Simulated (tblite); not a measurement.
C6H12N2SSi.
Geometry (GFN2-xTB, Å), atoms numbered from 1 in this order:
```
atom  x, y, z in Å
C1    -3.481    0.736   -0.211
N2    -2.064    0.841   -0.475
Si3   -0.884   -0.219    0.163
C4    -1.393   -0.501    1.937
N5    -1.742   -0.710    3.007
C6    -0.126   -1.801   -0.622
C7     1.286   -1.189   -0.522
C8     0.935    0.266   -0.167
S9     1.862    0.965    1.229
C10    3.482    1.184    0.432
H11   -3.620    0.316    0.782
H12   -3.940    1.724   -0.241
H13   -3.987    0.090   -0.935
H14   -1.873    1.327   -1.339
H15   -0.418   -1.971   -1.658
H16   -0.224   -2.750   -0.100
H17    1.848   -1.648    0.291
H18    1.867   -1.282   -1.440
H19    1.073    0.950   -1.004
H20    4.146    1.606    1.179
H21    3.859    0.221    0.101
H22    3.384    1.867   -0.408
```

All values are computed: GFN2-xTB (tblite) harmonic vibrations without scaling, gas phase. Against measured fundamentals such values can be off by several per cent, at times by over 20. One conformer, not necessarily the lowest.

Harmonic wavenumbers (cm⁻¹): 41.8, 48.3, 59.1, 73.2, 102.3, 119.4, 127.2, 138.8, 152.5, 183.3, 234.0, 284.9, 316.9, 340.0, 352.6, 456.5, 479.5, 572.5, 650.1, 699.6, 722.2, 728.2, 833.7, 875.9, 900.3, 939.4, 941.2, 993.2, 1032.6, 1057.6, 1065.3, 1104.9, 1119.4, 1159.8, 1176.6, 1209.6, 1228.3, 1283.4, 1314.5, 1352.8, 1421.2, 1452.6, 1455.3, 1463.5, 1486.1, 1486.6, 1493.6, 2359.2, 2933.9, 2944.1, 2980.4, 2993.9, 2996.0, 3003.6, 3015.0, 3016.7, 3027.0, 3045.1, 3061.4, 3440.3.

A = 1432, B = 604.5, C = 564.3 MHz; mass 172.049 u (most abundant isotopes); point group C1, symmetry number 1.

**Question.** What is the zero-point energy?

**Answer.** Half the sum of the wavenumbers: 37773 cm⁻¹ = 108.00 kcal/mol.

**Question.** Entropy at 400 K, 1 bar (ideal gas, RRHO, classical rotation)?

**Answer.** Translation 42.82, rotation 31.74, vibration 61.22: S = 135.8 cal/(mol K).

**Question.** And Cp and H(400 K) − H(0)?

**Answer.** Cp = 59.69 cal/(mol K), of which vibrations give 51.74 (their classical limit is 60 R = 119.2); H(400 K) − H(0) = 14.87 kcal/mol without the zero-point energy, 11.69 from vibrations.

**Question.** How do the functions run with temperature in this model?

**Answer.** 
| T (K) | S (cal/(mol K)) | Cp (cal/(mol K)) | H − H(0) (kcal/mol) | G − H(0) (kcal/mol) | ln q(vib) |
| --- | --- | --- | --- | --- | --- |
| 150 | 92.4 | 32.9 | 3.27 | -10.59 | 5.92 |
| 250 | 111.7 | 43.7 | 7.10 | -20.83 | 10.29 |
| 298.15 | 119.9 | 49.0 | 9.33 | -26.41 | 12.22 |
| 600 | 163.3 | 76.3 | 28.57 | -69.42 | 23.08 |
| 900 | 197.5 | 92.4 | 54.06 | -123.74 | 32.42 |

q(vib) and H(0) count from the zero-point level.

**Question.** Blend soft modes into free rotors: weight 1/[1 + (100 cm⁻¹/ν̃)⁴] for the oscillator and the rest for a rotor with moment μB/(μ + B), μ = h/(8π²ν), B = 10⁻⁴⁴ kg m². What vibrational entropy results?

**Answer.** 54.81 cal/(mol K) in place of 61.22, which changes −T·S at 400 K by +2.57 kcal/mol.

**Question.** Which modes carry the vibrational entropy at 400 K?

**Answer.** 41.8 cm⁻¹: 5.75; 48.3 cm⁻¹: 5.47; 59.1 cm⁻¹: 5.07; 73.2 cm⁻¹: 4.64; 102.3 cm⁻¹: 3.99; 119.4 cm⁻¹: 3.68 cal/(mol K); the other 54 give 32.62 together.

Hindered rotation and anharmonicity are outside this model. Other conformers, if any are populated, would add a mixing term that is left out. The structure is chiral; the term R ln 2 for an equal mix with its mirror image is left out.

The run took 1.6 s wall on an Intel Xeon 6975P-C with one thread, shared host. The figure is for the frequency step alone.
